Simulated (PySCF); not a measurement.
AsH2, SMILES [AsH2], multiplicity 2.

The structure is a stationary point at PBE0-D3(BJ)/def2-TZVPD. The isomer is the one that the SMILES or the coordinates give; other isomers of the formula were not compared.

Two levels are set side by side: PBE/def2-TZVPD (PySCF) and ωB97X/def2-TZVPD (PySCF). Same geometry, gas phase. Differences are taken from unrounded values.

```
quantity                     ωB97X
---------------------------  -----
α-spin orbital gap (eV)      11.01
β-spin orbital gap (eV)       9.11
dipole moment (D)             0.29
mean polarisability (bohr³)   34.1
```

What does PBE give, and how far is it from ωB97X? (An estimate is asked for; the answer gives what the named calculation found.)


| quantity | PBE | PBE minus ωB97X |
|---|---|---|
| α-spin orbital gap (eV) | 5.25 | -5.76 |
| β-spin orbital gap (eV) | 3.02 | -6.09 |
| dipole moment (D) | 0.23 | -0.07 |
| mean polarisability (bohr³) | 34.9 | 0.8 |

Rough cost on one machine, each run with all the roots and properties that it gave: ωB97X against PBE about 1/2.
